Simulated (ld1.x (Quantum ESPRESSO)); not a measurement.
Varying the TM potential for Sb (Z = 51)

Base potential:

ld1.x (Quantum ESPRESSO) 7.5 input, shortened:

```
&input
   title='Sb', zed=51., rel=2, dft='PBE', iswitch=3,
   config='[Kr] 4d10 5s2 5p3', rel_dist='average'
 /
 &inputp
   pseudotype=2, tm=.true., lloc=0,
   nlcc=.true.
 /
2
5P  2  1   3.00   0.00  2.25  2.25  0.0
5S  1  0   2.00   0.00  1.95  1.95  0.0
 &test
   configts(1)='5s2 5p3'
 /
```

Open shells are filled in proportion to 2j + 1 (rel_dist='average').

Cutoffs, loose and tight: the cutoffs (Ry, on a coarse ladder) from which the occupation-weighted sum of valence levels, in a spherical-Bessel basis at the reference potential, stays within 10 and 1 mRy of its value at 400 Ry. They do not see the model core or the augmentation charge, which bear on the density cutoff. Test errors are all-electron minus pseudo excitation energies from the reference, over the configurations 5s2 5p2; 5s2 5p1; 5s2 5p0; 5s2 5p3.3; 5s1 5p4; 5s1 5p0; 5s2 5p2.5. A dash means not determined; rows that change the core or the reference have their own tests.

A true bound ghost makes a file unfit for plane-wave use even where its test errors are small: the radial tests pick states by their node count and pass the ghost by.

```tsv
change	outcome	cutoff, loose	cutoff, tight	bound ghosts	largest test error (meV)
base	generated	25 Ry	35 Ry	none	-452
wave 5s (bound): rc 1.95 bohr becomes 5s (bound): rc 1.26 bohr	generated	140 Ry	230 Ry	p3/2, p1/2, s (extra level of the local part)	-16
wave 5s (bound): rc 1.95 bohr becomes 5s (bound): rc 1.50 bohr	generated	50 Ry	110 Ry	none	-411
wave 5s (bound): rc 1.95 bohr becomes 5s (bound): rc 1.74 bohr	generated	25 Ry	50 Ry	none	-448
wave 5s (bound): rc 1.95 bohr becomes 5s (bound): rc 1.84 bohr	generated	25 Ry	35 Ry	none	-452
wave 5s (bound): rc 1.95 bohr becomes 5s (bound): rc 2.14 bohr	generated	21 Ry	35 Ry	none	-447
wave 5s (bound): rc 1.95 bohr becomes 5s (bound): rc 2.26 bohr	generated	21 Ry	30 Ry	none	-442
wave 5s (bound): rc 1.95 bohr becomes 5s (bound): rc 2.52 bohr	generated	18 Ry	30 Ry	none	-429
wave 5s (bound): rc 1.95 bohr becomes 5s (bound): rc 2.74 bohr	generated	15 Ry	25 Ry	none	-415
wave 5s (bound): rc 1.95 bohr becomes 5s (bound): rc 2.92 bohr	generated	15 Ry	25 Ry	none	-411
```

Reading the sweep of the s radius (base included, trends over the rows without a ghost): The loose cutoff falls from 50 Ry at 1.5 to 15 Ry at 2.92 bohr. A larger radius leaves more room for a smooth pseudo-wave, so fewer plane waves are needed; a smaller one forces it to follow the all-electron wave where it bends sharply. The median size of the test errors (rows with all tests solved) is not monotonic: lowest 1.6 meV at 2.92 bohr, highest 19.7 meV at 2.52 bohr. Bound ghosts are found at 1.26 bohr.
